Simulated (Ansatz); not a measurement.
`F[SiH2]C[SiH2]F` + H–F → `F[SiH2]F` + `C[SiH2]F` at 700 K and 1 bar (ligand exchange at the Si–C bond).

Isolated molecules relaxed with PBE0-D4/def2-TZVP in Ansatz; ΔE leaves out vibrations. CCSD(T)/CBS is the MP2 limit (def2-TZVPP, def2-QZVPP) plus CCSD(T) − MP2 in def2-TZVPP, frozen cores. This one scheme is used for every species. One conformer a species, not always the lowest.

```tsv
species	CCSD(T)/CBS energy (Eh)	H − E (kJ/mol)	S (J/(mol·K))
`F[SiH2]C[SiH2]F`	-819.54869	261.5	492.1
H–F	-100.39570	45.2	198.5
`F[SiH2]F`	-489.99391	100.9	321.6
`C[SiH2]F`	-430.00374	203.1	369.0
```

H − E and S are ideal-gas, rigid-rotor, harmonic terms from PBE0-D4/def2-TZVP, for one conformer and one mirror image of each species. 1 Eh = 2625.50 kJ/mol, R = 8.31446 J/(mol·K).

Task: By hand: ΔE, ΔH, ΔS and ΔG.

Result: ΔE = (-489.99391) + (-430.00374) − (-819.54869) − (-100.39570) = -0.05326 Eh = -139.8 kJ/mol. Δ(H − E) = 100.9 + 203.1 − 261.5 − 45.2 = -2.7, so ΔH = -142.5 kJ/mol. ΔS = 321.6 + 369.0 − 492.1 − 198.5 = 0.0 J/(mol·K). ΔG = -142.5 − 700 × (0.0)/1000 = -142.5 kJ/mol.

Task: By hand: the equilibrium constant, and the temperature at which ΔG would vanish if ΔH and ΔS stayed fixed.

Result: log₁₀ K = −ΔG/(RT ln 10) = 10.6. With ΔH or ΔS at zero there is no such temperature.

The number of gas molecules stays the same, so ΔS is small and ΔH decides. A doubt of 5 kJ/mol in ΔE shifts log₁₀ K by 0.4 here. Other conformers and mirror images would add mixing entropy, several J/(mol·K) or more a flexible species. Modes under 60 cm⁻¹, often nearly free rotors, make the harmonic entropy too high. These are equilibria of isolated gas molecules and say nothing of rates. Largest T1 diagnostic: 0.012 (customary marks: 0.02 for closed shells, 0.045 for open ones).

ΔS is within the doubt of such terms, so its sign, and with it that verdict, could turn.
